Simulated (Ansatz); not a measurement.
Ligand exchange: KH + C4H10S → KSH + C4H10

Species: KH, singlet; C4H10S (isobutyl mercaptan) `CC(C)CS`, singlet; KSH `[SH][K]`, singlet; C4H10 (isobutane) `CC(C)C`, singlet. The partners trade H for SH: K–H and C–SH bonds give way to K–SH and C–H.

Shapes, held fixed at every level: PBE0-D4/def2-TZVP. Flexible molecules stand in one conformer, not always the lowest. Programs: Ansatz 0.2.0. Electronic energies: no zero-point or thermal term.

Task: Estimate ΔE of this reaction.

Result: The highest level, CCSD(T)/def2-TZVPP, gives ΔE = -235.3 kJ/mol; the levels span -241.3 to -228.6. The column of differences is taken from that level and isn't an error. No measured value is set beside it here. Outer-core shells of K are correlated, in sets that cover them unevenly.

| level | kind | ΔE (kJ/mol) | less CCSD(T)/def2-TZVPP |
| --- | --- | --- | --- |
| r2SCAN-D4/def2-TZVPP | meta-GGA | -238.3 | -3.0 |
| B3LYP-D4/def2-TZVPP | global hybrid | -228.6 | +6.7 |
| wB97M-V/def2-TZVPP | range-separated hybrid | -229.1 | +6.2 |
| wB97X-V/def2-TZVPP | range-separated hybrid | -232.4 | +2.9 |
| B2PLYP/def2-TZVPP | double hybrid | -241.3 | -6.0 |
| CCSD/def2-TZVPP | coupled cluster or CI | -239.3 | -4.0 |
| CCSD(T)/def2-TZVPP | coupled cluster or CI | -235.3 | 0.0 |
